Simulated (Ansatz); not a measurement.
Coupled-cluster diagnostics for CaI₂⁻, Ansatz.

Geometry of the doublet (r2SCAN-D4/def2-TZVPD):

```csv
atom,x (Å),y (Å),z (Å)
Ca1,-0.077,0.607,0.632
I2,0.529,-2.139,1.505
I3,-0.452,1.532,-2.137
```

In the def2 sets I takes a core potential; there is no spin–orbit coupling. Correlated methods freeze 13 core orbitals; core or outer-core shells of Ca, I are correlated, in sets that lack core-valence functions. In the quartet, I2 and I3 lie 3.24 Å apart (atoms count from 1), so these atoms are partly bonded to each other. The structure comes from a short search, and lower isomers may exist.

Geometry of the charge -1 quartet (r2SCAN-D4/def2-TZVPD):

```xyz
3

Ca   -0.4894   -1.2149   -1.2623
I    -0.9155    1.6130    0.1131
I     1.4048   -0.3982    1.1492
```

(1) Estimate the CCSD(T) correlation energy, the shares of MP2 and (T), T1 and the reference's ⟨S²⟩ for: charge -1, doublet, own geometry in def2-SVPD; charge -1, quartet, own geometry in def2-SVPD; and the rough time on 4 threads of Arm Neoverse V1 on a shared host.

Answers

(1) 
| state | basis | correlation (eV) | MP2 share (%) | (T) share (%) | T1 | ⟨S²⟩ (pure) | wall time |
| --- | --- | --- | --- | --- | --- | --- | --- |
| charge -1, doublet, own geometry | def2-SVPD | -10.987 | 92.0 | 2.1 | 0.011 | 0.75 (0.75) | 14 s |
| charge -1, quartet, own geometry | def2-SVPD | -10.810 | 91.0 | 2.3 | 0.011 | 3.77 (3.75) | 14 s |
Customary marks for T1 are 0.02 (closed shells), 0.045 (open shells) and about 0.05 (3d metals). T1 stays under 0.02 throughout.
